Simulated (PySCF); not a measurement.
C6H3N2OP.
Cartesian coordinates in Å at the GFN2-xTB level; atoms count from 1:
```
atom  x, y, z in Å
N1     4.1197   -0.1211    0.4171
C2     2.9830   -0.1817    0.2967
C3     1.5746   -0.2629    0.0811
C4     1.1445   -0.4115   -1.2328
P5    -0.5247   -0.5280   -1.6945
C6    -1.2390   -0.4004   -0.1006
C7    -2.7053   -0.4539   -0.0151
O8    -3.3454   -0.3783    0.9991
C9    -0.4921   -0.2528    1.0698
N10    0.8129   -0.1872    1.1715
H11    1.8934   -0.4570   -2.0143
H12   -3.1944   -0.5746   -1.0042
H13   -1.0317   -0.1832    2.0085
```

NICS = −σ at a ghost point: NICS(0) at the centroid of the ring atoms, NICS(1) 1 Å to either side along the normal of their mean plane, zz for the tensor component along that normal. Level: GIAO PBE0/pcSseg-1 (PySCF, non-relativistic, gas phase) on the GFN2-xTB geometry, one conformer.

Ring bond lengths (Å), with Mayer bond orders in brackets: C3–C4 1.391 (1.33), C4–P5 1.736 (1.32), P5–C6 1.751 (1.27), C6–C9 1.396 (1.28), C9–N10 1.311 (1.53), N10–C3 1.332 (1.45).

**Question.** Give the NICS values of each ring in ppm.

**Answer.** 
| ring | type | NICS(0) | NICS(1), two faces | NICS(1)zz, two faces | rms pucker (Å) | centre to ring atoms, mean (Å) |
| --- | --- | --- | --- | --- | --- | --- |
| C3–C4–P5–C6–C9–N10 | 6-membered ring with N and P; formal bonds all aromatic | -6.0 | -10.3 / -10.3 | -24.2 / -24.2 | 0.00 | 1.48 |

**Question.** What do they say, and how far can they be read as aromaticity?

**Answer.** 
- C3–C4–P5–C6–C9–N10: mean NICS(1)zz -24.2 ppm, shielded.

**Question.** And the bond-length index? Use HOMA with the parameters of Krygowski (1993).

**Answer.** 
- C3–C4–P5–C6–C9–N10: HOMA 0.90; the largest term is that of P5–C6, α(R − Ropt)² = 0.34.

**Question.** What is the mean of the two in-plane components of NICS at the first NICS(1) probe listed for ring C3–C4–P5–C6–C9–N10, 1 Å off the ring?

**Answer.** The isotropic value is a third of the trace: (3 × -10.3 − (-24.2))/2 = -3.4 ppm.

**Question.** List the ring angles and the Hirshfeld charges of the ring atoms.

**Answer.** 
- C3–C4–P5–C6–C9–N10: C3 127.1° (+0.086 e), C4 123.8° (-0.092 e), P5 98.4° (+0.188 e), C6 123.5° (-0.072 e), C9 127.1° (+0.050 e), N10 120.2° (-0.131 e); sum 720.0° against 720° for a flat convex ring.
